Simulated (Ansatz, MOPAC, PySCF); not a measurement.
System: H3Se, charge 1, multiplicity 1. SMILES: [SeH3+]
Coordinates optimised at B3LYP-D3(BJ)/def2-TZVP (Ansatz, a first-principles code):
```
Se
H 1 1.4830
H 1 1.4830 2 92.60
H 1 1.4830 2 92.60 3 -92.72
```
Charge +1, spin multiplicity 1.

Unscaled harmonic wavenumbers (cm⁻¹) in rising order, each level at the stationary point that it reaches from this structure (no distance between atoms moves by over 0.3 Å); the order of modes can differ between levels, and a negative number is imaginary. B3LYP-D3(BJ)/def2-TZVP (PySCF, at the structure above): 961, 1070, 1070, 2359, 2365, 2365.

PM7 (MOPAC): 980, 1003, 1003, 2271, 2271, 2306. Zero-point energy 14.1 against 14.6 kcal/mol; where all levels lie over 400 cm⁻¹, the wavenumbers are on average 0.965 times those of B3LYP-D3(BJ)/def2-TZVP.

HF/6-31G* with LANL2DZ past Ar (Ansatz): 1040, 1217, 1217, 2457, 2515, 2515. Zero-point energy 15.7 against 14.6 kcal/mol; where all levels lie over 400 cm⁻¹, the wavenumbers are on average 1.088 times those of B3LYP-D3(BJ)/def2-TZVP.
